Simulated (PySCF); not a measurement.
Unknown compound

The spectra below were simulated for a compound CH$_{9}$NO$_{3}$Si$_{4}$.

1H NMR (600 MHz, computed): δ 4.65 (s, 6H), 4.47 (s, 2H), 3.83 (s, 1H).

13C{1H} NMR (computed): δ 136.7 (C).

- coordinates at the PBE0-D3(BJ)/def2-SVP level
- shieldings: GIAO HF/pcSseg-1
- program: PySCF 2.14.0 with density-fitted response routines
- rapidly exchanging positions averaged, non-relativistic, isolated molecule, single conformer

References, each an isolated molecule treated in the same way: 1H (σref 31.69), 13C (σref 190.85) against TMS.

Question: Deduce the structure.

Answer: 
The formula gives 2 degrees of unsaturation (no ring in the answer). Carbon types of the structure: 1 × C, leaving 9 H on heteroatoms. δC 136.7: nitrile carbon. δH 4.65: hydrogen on a silicon bonded to O. δH 4.47: hydrogen on a silicon bonded to C, O. δH 3.83: hydrogen on a silicon bonded to 3 O.

The compound is SMILES N#C[SiH2]O[SiH](O[SiH3])O[SiH3].

The shifts were computed for this structure.

Shifts are as computed. Against solution values, carbons near 30 ppm lie about -0 ppm off and those near 130 ppm about +7 ppm. Of 1309 compounds with measured shifts, 239 miss one by over three times the rms of a fit or turn the order of signals round; such compounds aren't used in these exercises. No couplings were computed; multiplicities are counted from neighbouring protons, with m where these are inequivalent, close in shift, in a saturated or five-membered ring or joined by F or P, and br s for small geminal =CH2 splittings.
